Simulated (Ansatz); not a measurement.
(LiF)n: PBE-D4/def2-TZVPD single points in Ansatz on relaxed structures, gas phase. Each cluster is the lowest isomer that a short search found in that spin, judged at the geometry's level, and lower ones may exist. A negative affinity means that the extra electron isn't bound at that geometry and level; within about 0.2 eV of zero the sign isn't settled. Binding counts from free atoms in the multiplicity of their measured ground term, without zero-point energy. The structures are stationary points that may keep the symmetry of their start. Remarks come from the PBE and PBE0 runs and from stability tests at other levels; not every state was tested. A HOMO above zero means that the electron is unbound at that level and held by the basis, or that self-interaction error raises the level; the energy of removing that electron tells which. HOMO above LUMO (over both spins in singlets and doublets, within one spin in higher multiplets; at PBE or PBE0), or a gap under 0.15 eV within one spin, warns that the state may not be the lowest or that an electron is smeared out.

Estimate the order by LUMO (eV), lowest first.
A. (LiF)4 cube (Li4F4) (singlet)
B. (LiF)2 ring (Li2F2) (singlet)

B (-0.92), A (-0.82).

In full:

| species | atoms | state | geometry | HOMO (eV) | LUMO (eV) | gap (eV) | vertical EA (eV) | binding per atom (eV) | point group (within 0.1 Å) | remarks |
| --- | --- | --- | --- | --- | --- | --- | --- | --- | --- | --- |
| (LiF)2 ring (Li2F2) | 4 | singlet | r2SCAN-D4/def2-TZVP | -6.90 | -0.92 | 5.97 | -0.08 | 3.62 | D2h | HOMO above zero (-1 doublet), gap within one spin near zero at PBE or PBE0 (-1 doublet) |
| (LiF)4 cube (Li4F4) | 8 | singlet | r2SCAN-D4/def2-SVP | -7.37 | -0.82 | 6.54 | -0.10 | 3.91 | Td | HOMO above zero (-1 doublet) |
| (LiF)4 ring (Li4F4) | 8 | singlet | PBE-D4/def2-SVP | -7.49 | -0.86 | 6.63 | -0.24 | 3.86 | D4h | HOMO above zero (-1 doublet), gap within one spin near zero at PBE or PBE0 (-1 doublet) |
| Li3F3 | 6 | singlet | r2SCAN-D4/def2-TZVP | -7.38 | -0.82 | 6.57 | -0.21 | 3.80 | D3h | HOMO above zero (-1 doublet), gap within one spin near zero at PBE or PBE0 (-1 doublet) |

The gap (eV) runs from 5.97 ((LiF)2 ring) to 6.63 ((LiF)4 ring). The vertical EA (eV) runs from -0.24 ((LiF)4 ring) to -0.08 ((LiF)2 ring). The binding per atom (eV) runs from 3.62 ((LiF)2 ring) to 3.91 ((LiF)4 cube).
